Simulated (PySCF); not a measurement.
Vertical excitations of a molecule CH6AlNO from TDA-M06-2X/def2-SVPD run with PySCF, as energy in eV (oscillator strength): 6.05 (0.049), 7.21 (0.125), 7.52 (0.020), 7.62 (0.124), 7.64 (0.000), 7.79 (0.001), 8.03 (0.098), 8.12 (0.113), 8.34 (0.006), 8.71 (0.010). Lowest triplet (TDA): 5.80 eV. Geometry optimised at B3LYP-D3(BJ)/def2-SVP. One conformer was computed; it need not be the lowest.

Task: Pick the molecule that these values belong to.
A) C[NH][AlH][OH]
B) C[O][AlH][NH2]
C) [CH3][Al]([NH2])[OH]

Result: C, [CH3][Al]([NH2])[OH]
